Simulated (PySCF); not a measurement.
Species, as SMILES: BN (BH2-NH2).
Geometry (B3LYP-D3(BJ)/def2-TZVP, fixed):
```xyz
6

B     -0.7766     0.0323    -0.0041
N      0.6098    -0.0254     0.0032
H     -1.3984    -0.9854    -0.0254
H     -1.3119     1.0982     0.0110
H      1.1972     0.7922     0.0209
H      1.1274    -0.8889    -0.0085
```
Charge 0, spin multiplicity 1.

Basis-set convergence of the isotropic shielding of H3 at HF with PySCF. GIAO, no density fitting; atoms are numbered in the order shown. All functions are spherical. No added dispersion term, no relativity. Reference: the value in pcseg-3, 27.29 ppm, itself unsure by roughly 0.01 ppm (its distance from pcSseg-2). Deviations are taken from unrounded values.

```
basis        functions  isotropic shielding of H3 (ppm)
-----------  ---------  -------------------------------
6-31G*              36                            27.61
6-31+G*             44                            27.48
cc-pVDZ             48                            27.32
aug-cc-pVDZ         82                            27.24
def2-SVP            48                            27.41
def2-SVPD           72                            27.33
pcseg-1             48                            27.37
aug-pcseg-1         82                            27.29
6-311G**            60                            27.51
6-311+G**           68                            27.39
def2-TZVP           86                            27.39
def2-TZVPD         110                            27.38
cc-pVTZ            116                            27.35
aug-cc-pVTZ        184                            27.30
pcseg-2            116                            27.33
aug-pcseg-2        184                            27.32
def2-TZVPP         118                            27.32
def2-TZVPPD        142                            27.30
def2-QZVPP         234                            27.31
def2-QZVPPD        258                            27.31
```

What the diffuse functions change, pair by pair:
- 6-31G* to 6-31+G*: 8 more functions, deviation 0.32 to 0.19 ppm
- cc-pVDZ to aug-cc-pVDZ: 34 more functions, deviation 0.03 to -0.05 ppm
- def2-SVP to def2-SVPD: 24 more functions, deviation 0.13 to 0.04 ppm
- pcseg-1 to aug-pcseg-1: 34 more functions, deviation 0.08 to 0.00 ppm
- 6-311G** to 6-311+G**: 8 more functions, deviation 0.22 to 0.10 ppm
- def2-TZVP to def2-TZVPD: 24 more functions, deviation 0.11 to 0.09 ppm
- cc-pVTZ to aug-cc-pVTZ: 68 more functions, deviation 0.06 to 0.01 ppm
- pcseg-2 to aug-pcseg-2: 68 more functions, deviation 0.05 to 0.04 ppm
- def2-TZVPP to def2-TZVPPD: 24 more functions, deviation 0.03 to 0.01 ppm
- def2-QZVPP to def2-QZVPPD: 24 more functions, deviation 0.02 to 0.02 ppm

They bring the value nearer the reference by more than 0.01 ppm in 6 of 10 pairs.
